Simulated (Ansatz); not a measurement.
Stepwise reaction of `[GeH3][SiH2][GeH2][GeH3]` with hydrogen, as a gas-phase model of exchange steps in deposition or etching. ΔE in kJ/mol; ΔG adds harmonic PBE0-D4 terms to CCSD(T)/CBS, at 1 bar.

Program: Ansatz. Geometries: PBE0-D4/def2-TZVP. ΔE: electronic, gas phase. CBS: MP2 limit from def2 TZ/QZ plus the TZ coupled-cluster correction, frozen cores. This one scheme is used for every species. Functionals use def2-TZVPP. B3LYP here is the variant with VWN-RPA as its local correlation; programs differ in this. For Ge outer-core shells are correlated without core-valence functions, which leaves a few kJ/mol of doubt a bond. Scalar relativity is left out up to krypton. One conformer a species, not always the lowest.

```tsv
step	reaction	PBE-D4	B3LYP-D4	ωB97M-V	CCSD(T)/CBS	ΔG(600 K)
1	`[GeH3][SiH2][GeH2][GeH3]` + H₂ → `[GeH3][SiH2][GeH3]` + GeH₄	24.3	18.2	15.1	20.8	24.5
2	`[GeH3][SiH2][GeH3]` + H₂ → `[SiH3][GeH3]` + GeH₄	12.0	1.2	-1.5	4.4	7.5
3	`[SiH3][GeH3]` + H₂ → SiH₄ + GeH₄	6.4	-4.9	-7.0	-2.2	5.7
```

Question: By hand: ΔE of the 3 steps together at CCSD(T)/CBS.

Answer: (20.8) + (4.4) + (-2.2) = 23.0 kJ/mol, or 7.7 kJ/mol a step.

In ΔE each step is lower than the one before. ΔG lies between 5.7 and 24.5 kJ/mol a step. PBE-D4 differs from CCSD(T)/CBS by 3.5 to 8.6 kJ/mol a step. Isolated molecules leave out the surface, adducts and barriers. Largest T1 diagnostic: 0.012.
